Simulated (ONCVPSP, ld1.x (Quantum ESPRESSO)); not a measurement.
# Potentials for silicon (Si) compared

Generated with ld1.x 7.5 (TM, RRKJ, ultrasoft, PAW), atompaw 4.2 or ONCVPSP 4.0.1. The cutoff is in Ry: for ld1.x and atompaw files where the sum of valence levels is converged to 10 mRy in a Bessel basis, for ONCV files where the hardest occupied wave has 1 mHa per electron of residual kinetic energy. The error is the largest all-electron minus pseudo excitation energy over each file’s own four to seven test configurations (ionisations up to +4, promotions, holes and added fractions of an electron), all of which were solved. The labels leave out finer settings (local radius, basis sizes, second energies), which also bear on the numbers. Spin-polarised tests are not counted. The rows are a selection from randomly drawn settings: files with unsolved tests, undetermined cutoffs or missed reference levels are left out.

A true bound ghost makes a file unfit for plane-wave use even where its test errors are small: the radial tests pick states by their node count and pass the ghost by.

```tsv
potential	cutoff (Ry)	largest error (meV)	bound ghosts
ONCV, PBEsol, scalar-relativistic, rc 1.90/1.90 (sp), local s, core correction yes, reference 3s1 3p3, qcut 4/4.3, projectors 0/2	15	-6.4	none
ONCV, PBE, scalar-relativistic, rc 0.95/0.58/1.00 (spd), local smoothed, core correction no, reference 2s2 2p6 3s2 3p0.5, qcut 9.7/17.4/8.3, projectors 2/2/2	942	+4.7	none
ONCV, PBE, non-relativistic, rc 1.60/1.65/1.60 (spd), local d, core correction yes, reference 3s1 3p3, qcut 3.3/5.5/5, projectors 1/2/0	28	+12	none
ONCV, PBEsol, scalar-relativistic, rc 0.95/1.00/1.05 (spd), local smoothed, core correction yes, reference 2s2 2p6 3s2 3p1.5, qcut 16.8/16.8/8.1, projectors 2/2/1	190	-272	none
RRKJ, Wu–Cohen, scalar-relativistic, rc 1.65/2.30 (sp), local s, core correction yes, reference 3s2 3p2	18	+77	none
TM, PBEsol, non-relativistic, rc 1.85/1.50 (sp), local smoothed, core correction yes, reference 3s2 3p1	18	+100	none
```

(1) Fill in the row for Si: ONCV, PBE, scalar-relativistic, rc 1.25/1.45 (sp), local smoothed, core correction yes, reference 3s2 3p0.5, qcut 5.4/5.6, projectors 2/2.

## Answers

(1) cutoff 58 Ry, largest error +4.6 meV, bound ghosts: s, p.
